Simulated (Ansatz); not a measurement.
Basis-set extrapolation for C2H5BOS (`B1COCS1`) (PBE0-D4/def2-TZVP geometry, frozen core, the Gaussian-basis code of Ansatz). Multiplicity 1, RHF reference.

```csv
,def2-TZVPP,def2-QZVPP
HF,-575.811539,-575.830684
MP2 correlation,-0.840514,-0.902524
CCSD(T) correlation,-0.920332,not run
```

Energies in hartree. Use E(X) = E(∞) + A·exp(−7.88·√X) for Hartree–Fock and E(X) = E(∞) + B·X^(−2.97) for correlation, with X = 3 and 4, and add CCSD(T) minus MP2 of the smaller set to the MP2 limit.

Task: What is the CCSD(T) energy at the basis-set limit?

Result: HF limit: -575.830684 + (-0.019145) × 0.13774 = -575.83332. MP2 limit: -0.902524 + (-0.062010) × 0.74074 = -0.94846. Higher-order term: -0.920332 − (-0.840514) = -0.07982. Total: -576.86160 hartree, 340.6 kJ/mol below CCSD(T)/def2-TZVPP.
